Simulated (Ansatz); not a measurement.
A run of Ansatz (development build ahead of 0.2.0) on singlet Li4H4 at this shape:

```xyz
8

H    -0.9217   -0.9361   -0.9285
Li   -0.9391   -0.9229    0.9325
Li   -0.9342    0.9375   -0.9346
H    -0.9248    0.9259    0.9232
Li    0.9237   -0.9335   -0.9275
H     0.9236   -0.9329    0.9266
H     0.9297    0.9221   -0.9244
Li    0.9342    0.9359    0.9389
```

Its results:

| Quantity | Value |
| --- | --- |
| Converged | yes |
| Total energy | -32.15130 hartree |
| Spin squared of the determinant | 0.000 |

Task: Which input gives this output? Name the method, the orbitals and the basis set, and write the input.

Result: RHF in def2-TZVP. An unrestricted run that stays on the closed shell gives the same numbers.

```yaml
crystal:
  periodic: [false, false, false]
  atoms:
    - { symbol: H, position_ang: [-0.92166, -0.93606, -0.92846] }
    - { symbol: Li, position_ang: [-0.93909, -0.92293, 0.93246] }
    - { symbol: Li, position_ang: [-0.93418, 0.9375, -0.93458] }
    - { symbol: H, position_ang: [-0.92483, 0.92586, 0.92322] }
    - { symbol: Li, position_ang: [0.92366, -0.93351, -0.92746] }
    - { symbol: H, position_ang: [0.92356, -0.93289, 0.92664] }
    - { symbol: H, position_ang: [0.92966, 0.92209, -0.92442] }
    - { symbol: Li, position_ang: [0.93419, 0.93595, 0.93893] }
basis:
  gaussian: { orbitals: def2-TZVP }
hamiltonian:
  xc: hf
```
